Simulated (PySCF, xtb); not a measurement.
Pair of molecules: CH3F (SMILES CF) (first 5 atoms) with C2H3N (SMILES CC#N); geometry from B3LYP-D3(BJ)/def2-TZVP.
(charge 0, multiplicity 1):
```xyz
11

C      0.373     0.592    -0.178
F      1.163    -0.292     0.566
H     -0.178     1.226     0.515
H      1.031     1.190    -0.809
H     -0.311     0.006    -0.791
C      1.055    -0.334     3.806
C      0.144     0.726     3.410
N     -0.575     1.562     3.083
H      1.403    -0.858     2.917
H      1.913     0.087     4.332
H      0.548    -1.037     4.467
```

Interaction energies are E(AB) − E(A) − E(B) at the monomers' geometry in the complex; basis-set methods are counterpoise corrected. Rows marked so take none.

Rows in 6-31G* carry no dispersion term and start afresh at each structure (6-31G* with six Cartesian d functions). MP2/6-31G* freezes PySCF's default core.

Run with PySCF for 6-31G* rows; xtb for the GFN methods. Each number belongs to the level named beside it.

Problem. One of these levels gives -152.9 meV for the interaction energy. Which one is it?
(A) GFN2-xTB
(B) MP2/6-31G* (no counterpoise)
(C) B3LYP/6-31G*

Solution. A, GFN2-xTB. The others give -82.7 (B3LYP/6-31G*), -210.3 (MP2/6-31G* (no counterpoise))
